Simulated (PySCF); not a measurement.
# Correlation energy of Fe (iron, neutral)

[Ar] 3d6 4s2, high-spin 5D determinant. All numbers are calculated (PySCF 2.14, no relativity, point nucleus, in def2-TZVPPD (6s6p4d2f1g, 67 functions)). Frozen: [Ne]; 16 electrons correlated.

```csv
level,correlation energy (mhartree)
CCSD,-508.94
(T),-13.46
CCSD(T),-522.40
```

Diagnostics: T1 = 0.018, D1 = 0.0695, largest double amplitude 0.078.

Cost of the coupled-cluster step: of the order of 30 core-seconds, for 16 correlated electrons.

Iterations:

```
CC2 = 0
CCSD nocc = (np.int64(10), np.int64(6)), nmo = (62, 62)
frozen orbitals [[0, 1, 2, 3, 4], [0, 1, 2, 3, 4]]
max_cycle = 100
direct = 0
conv_tol = 1e-08
conv_tol_normt = 1e-06
diis_space = 8
diis_start_cycle = 0
Init t2, MP2 energy = -0.509473812738851
Init E_corr(UCCSD) = -0.509473812739853
cycle = 1  E_corr(UCCSD) = -0.494653712013039  dE = 0.0148201007  norm(t1,t2) = 0.0900998
cycle = 2  E_corr(UCCSD) = -0.507479503472948  dE = -0.0128257915  norm(t1,t2) = 0.0318147
cycle = 3  E_corr(UCCSD) = -0.507101833676018  dE = 0.000377669797  norm(t1,t2) = 0.017067
cycle = 4  E_corr(UCCSD) = -0.508861489079077  dE = -0.0017596554  norm(t1,t2) = 0.00767224
cycle = 5  E_corr(UCCSD) = -0.508982551764171  dE = -0.000121062685  norm(t1,t2) = 0.00151872
cycle = 6  E_corr(UCCSD) = -0.508911147012974  dE = 7.14047512e-05  norm(t1,t2) = 0.00086991
cycle = 7  E_corr(UCCSD) = -0.508931172679776  dE = -2.00256668e-05  norm(t1,t2) = 0.000371954
cycle = 8  E_corr(UCCSD) = -0.508946509651656  dE = -1.53369719e-05  norm(t1,t2) = 0.000167369
cycle = 9  E_corr(UCCSD) = -0.508942846654309  dE = 3.66299735e-06  norm(t1,t2) = 7.70764e-05
cycle = 10  E_corr(UCCSD) = -0.508941019748269  dE = 1.82690604e-06  norm(t1,t2) = 4.73047e-05
cycle = 11  E_corr(UCCSD) = -0.508941592128924  dE = -5.72380654e-07  norm(t1,t2) = 3.79523e-05
cycle = 12  E_corr(UCCSD) = -0.508942097399327  dE = -5.05270403e-07  norm(t1,t2) = 3.30906e-05
cycle = 13  E_corr(UCCSD) = -0.508941630686956  dE = 4.66712371e-07  norm(t1,t2) = 2.77327e-05
cycle = 14  E_corr(UCCSD) = -0.508941962928761  dE = -3.32241805e-07  norm(t1,t2) = 2.08934e-05
cycle = 15  E_corr(UCCSD) = -0.508941632207039  dE = 3.30721722e-07  norm(t1,t2) = 7.91703e-06
cycle = 16  E_corr(UCCSD) = -0.508941863544691  dE = -2.31337652e-07  norm(t1,t2) = 2.7892e-06
cycle = 17  E_corr(UCCSD) = -0.508941857341122  dE = 6.20356888e-09  norm(t1,t2) = 1.55067e-06
cycle = 18  E_corr(UCCSD) = -0.508941875560579  dE = -1.82194569e-08  norm(t1,t2) = 8.83982e-07
cycle = 19  E_corr(UCCSD) = -0.508941895412959  dE = -1.98523805e-08  norm(t1,t2) = 3.38701e-07
cycle = 20  E_corr(UCCSD) = -0.508941891821299  dE = 3.59166041e-09  norm(t1,t2) = 1.54362e-07
UCCSD converged
E(UCCSD) = -1262.938019542743  E_corr = -0.5089418918212989
UCCSD(T) correction = -0.0134625358553955
```

This basis was not built for core-valence correlation, so the inner-shell part is incomplete.
